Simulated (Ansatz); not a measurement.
Cost and result up the ladder for Sn₂Ge₂ (the lowest singlet isomer of a short search) (4 atoms). The state is a singlet with charge 0. Geometry: PBE0-D4/def2-SVP.

```xyz
4

Ge    0.375   -0.892    0.789
Ge   -1.946   -0.339    0.924
Sn   -0.585    1.086   -0.923
Sn    2.156    0.145   -0.790
```

Ansatz; hardware A = 2 threads of AMD EPYC 7R13 on a shared host; B = 2 threads of AMD EPYC 7R13 on a shared host and a share (18 GiB) of an NVIDIA H100 80GB HBM3. Times are rough, and most runs start from the orbitals of an earlier one. PBE0-D4/def2-TZVPD serves as the yardstick here, not as an exact answer. Differences are given only for rows in sets of like size (and for xTB, whose basis is part of the method), since another set adds its own error. Binding counts from free atoms at the same level (Ge triplet, Sn triplet; other spins of the atoms weren't run), without zero-point energy or a counterpoise term.

In the def2 sets Sn takes a core potential; there is no spin–orbit coupling. Correlated methods freeze 26 core orbitals; core or outer-core shells of Ge, Sn are correlated, in sets that lack core-valence functions. The structure comes from a short search, and lower isomers may exist.

Run but left out: HF/STO-3G (restricted singlet, unstable in another Hartree–Fock run and untested here).

Correlated methods converge slowly with the basis.

| level | functions | wall time | binding energy per atom (eV) | difference from PBE0-D4/def2-TZVPD (eV) | remarks |
| --- | --- | --- | --- | --- | --- |
| PBE-D4/def2-SVP [A] | 116 | 1.8 s | 2.59 | – | – |
| LDA (SPW92)/def2-TZVP [A] | 196 | 2.1 s | 3.07 | 0.61 | – |
| revPBE-D4/def2-TZVP [A] | 196 | 3.6 s | 2.46 | 0.00 | – |
| PBE0-D4/def2-SVP [A] | 116 | 4 s | 2.43 | – | – |
| PBE-D4/def2-TZVP [A] | 196 | 4.2 s | 2.61 | 0.15 | – |
| PBE-D4/def2-TZVPD [A] | 220 | 4.5 s | 2.61 | 0.15 | – |
| r2SCAN-D4/def2-TZVP (with forces) [A] | 196 | 8.5 s | 2.49 | 0.03 | – |
| PBE0-D4/def2-TZVPD [A] | 220 | 9 s | 2.46 | 0.00 | – |
| r2SCAN-D4/def2-TZVPD [A] | 220 | 9 s | 2.50 | 0.04 | – |
| PBE0-D4/def2-TZVP [A] | 196 | 9.5 s | 2.46 | 0.00 | – |
| MP2/def2-TZVP [A] | 196 | 11 s | 2.57 | 0.11 | restricted SCF unstable |
| RPA@PBE/def2-TZVP [A] | 196 | 11 s | 2.15 | -0.31 | – |
| CCSD(T)/def2-TZVPP [B] | 196 | 19 s | 2.38 | -0.08 | restricted SCF unstable |
